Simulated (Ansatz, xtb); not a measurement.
**Two isomers of C6H5N**

Structure I: `C#Cc1ccc[nH]1`, a singlet. Structure II: `CC#C/C=C\C#N`, a singlet. Both are isolated molecules in the gas phase, relaxed with r2SCAN-D4/def2-SVP.

Question: Estimate which is lower in electronic energy at CCSD(T)/def2-SVP + ΔMP2/def2-TZVPP, and by roughly how much.

Answer: The CCSD(T)/def2-SVP + ΔMP2/def2-TZVPP calculation puts structure I lower, by 9.8 kcal/mol.

The same difference at several levels:

```csv
level,geometry,E(II) − E(I) (kcal/mol),departure from the last row (kcal/mol),"job, with rough time for the two"
GFN2-xTB,GFN2-xTB,+30.8,+21.0,"optimisation, 0.32 s"
HF/STO-3G,GFN2-xTB,+7.7,−2.1,"single point, 0.73 s"
r2SCAN-D4/def2-SVP//GFN2-xTB,GFN2-xTB,+18.8,+9.0,"single point, 5 s"
r2SCAN-D4/def2-SVP,r2SCAN-D4/def2-SVP,+18.8,+9.0,"optimisation, 44 s"
HF/def2-SVP,r2SCAN-D4/def2-SVP,+6.4,−3.4,part of the CCSD(T) run
MP2/def2-SVP,r2SCAN-D4/def2-SVP,+12.4,+2.6,part of the CCSD(T) run
CCSD(T)/def2-SVP,r2SCAN-D4/def2-SVP,+8.9,−0.9,single point
CCSD(T)/def2-SVP + ΔMP2/def2-TZVPP,r2SCAN-D4/def2-SVP,+9.8,,"single point, 74 s"
```

As drawn, II has 2 C–C, 1 C=C, 1 C≡N, 1 C–H in place of 3 C∷C, 2 C∷N, 1 N–H (∷ is an aromatic bond). Structure I has a 5-membered ring (with an aromatic ring), II no ring.

None of the levels shown reverses the order. The largest departure from CCSD(T)/def2-SVP + ΔMP2/def2-TZVPP is that of GFN2-xTB, 21.0 kcal/mol. A small imaginary or near-zero mode remains, so no thermal terms are given. The last row adds to CCSD(T) the change of the MP2 difference between the two basis sets, here +0.9 kcal/mol.

The correlated steps freeze 7 core orbitals. Programs: Ansatz 0.2.0, xtb 6.7.1; the last row on 2 threads of Intel(R) Xeon(R) Processor @ 2.70GHz on a shared host.
